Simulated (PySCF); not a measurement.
Run record: excited-state job, `Br[SiH2]C#CC1CC1`.

Method: TDDFT B3LYP/def2-SVPD, vertical, gas phase, core orbitals frozen in the response (PySCF 2.14.0, density-fitted response routines). Geometry: GFN2-xTB. The input is one job of a driver script: a line of settings, then coordinates in Å.

Command:
```bash
OMP_NUM_THREADS=1 python probes_run.py task.json out
```

Input:
```
{"job": {"kind": "uv", "xc": "B3LYP", "basis": "def2-SVPD", "nstates": 8, "ntriplets": 3}, "charge": 0, "multiplicity": 1}
Br     3.351799     0.559203     2.036155
Si     3.198844     0.152839    -0.157783
C      1.406543     0.001058    -0.509067
C      0.214460    -0.086778    -0.683497
C     -1.190252    -0.192562    -0.885210
C     -2.041706    -0.794562     0.205754
C     -2.113319     0.671638    -0.061546
H      3.795467     1.309916    -0.808914
H      3.914584    -1.096556    -0.371260
H     -1.471008    -0.393192    -1.913501
H     -1.543182    -1.122559     1.105466
H     -2.868703    -1.421115    -0.092726
H     -1.663741     1.340759     0.656641
H     -2.990462     1.071439    -0.547655
```

Give the output.

```
coarse grid: 56952 points
cycle   1  E = -3057.8196787922  dE = -2.291e-01  |g| = 4.377e-01  |ddm| = 1.155e+01
cycle   2  E = -3057.8084258512  dE =  1.125e-02  |g| = 4.684e-01  |ddm| = 3.205e+00
cycle   3  E = -3057.8712393187  dE = -6.281e-02  |g| = 7.081e-02  |ddm| = 1.172e+00
cycle   4  E = -3057.8715564219  dE = -3.171e-04  |g| = 5.679e-02  |ddm| = 1.821e-01
cycle   5  E = -3057.8723935680  dE = -8.371e-04  |g| = 1.011e-02  |ddm| = 9.677e-02
cycle   6  E = -3057.8724167658  dE = -2.320e-05  |g| = 1.853e-03  |ddm| = 2.554e-02
cycle   7  E = -3057.8724176750  dE = -9.092e-07  |g| = 4.328e-04  |ddm| = 6.546e-03
final grid: 118648 points
cycle   8  E = -3057.8723759238  dE = -2.503e-08  |g| = 5.586e-04  |ddm| = 1.158e-02
cycle   9  E = -3057.8723758434  dE =  8.043e-08  |g| = 7.947e-04  |ddm| = 3.331e-03
cycle  10  E = -3057.8723759949  dE = -1.515e-07  |g| = 1.892e-04  |ddm| = 1.819e-03
cycle  11  E = -3057.8723760041  dE = -9.191e-09  |g| = 1.241e-05  |ddm| = 2.840e-04
cycle  12  E = -3057.8723760042  dE = -5.775e-11  |g| = 2.952e-06  |ddm| = 3.165e-05
converged SCF energy = -3057.8723760042

Static polarisability (au): isotropic 108.063, principal 82.897 96.622 144.670

Singlet excitations
state   eV       nm        f      main configurations
  1   5.0888    243.6   0.00069   H->L 0.96
  2   5.6135    220.9   0.02197   H-1->L 0.70, H->L+1 0.27
  3   5.9424    208.6   0.00773   H-2->L 0.99
  4   6.0810    203.9   0.00198   H-1->L+1 0.90
  5   6.1059    203.1   0.04174   H-3->L 0.80, H->L+1 0.10
  6   6.7290    184.3   0.00462   H->L+2 0.97
  7   6.8327    181.5   0.44356   H->L+1 0.35, H-1->L+2 0.15, H-1->L 0.14
  8   6.8853    180.1   0.00819   H->L+3 0.96

Triplet excitations (Tamm-Dancoff, eV): 4.7184 4.8210 5.0890
```

The SCF starts on a coarse grid where the log names one; the energy can jump when the final grid takes over, and dE then counts from the start density on the new grid. H and L stand for HOMO and LUMO; the number after each pair is its weight.

Give the mean polarisability as a volume in Å³, and the ratio of the largest to the smallest principal value.

108.063 au × 0.148185 = 16.01 Å³; 144.670/82.897 = 1.75.

Which computed singlet has the largest oscillator strength, and what do all of them sum to?

State 7 at 6.83 eV (181 nm), f = 0.444; the 8 states sum to 0.530.

Main results: HOMO -7.30 eV, LUMO -0.99 eV; lowest singlet 5.09 eV; lowest triplet 4.72 eV (Tamm–Dancoff); mean polarisability 108.1 au.

 Relativistic effects, spin–orbit coupling among them, are left out although an element past zinc is present.

Hardware: one thread of an Arm Neoverse N1, no GPU, shared host. Cost: 81 s wall, 1.0 GiB resident at most.
Labels such as C1 count atoms from 1, the log's own numbers from 0.
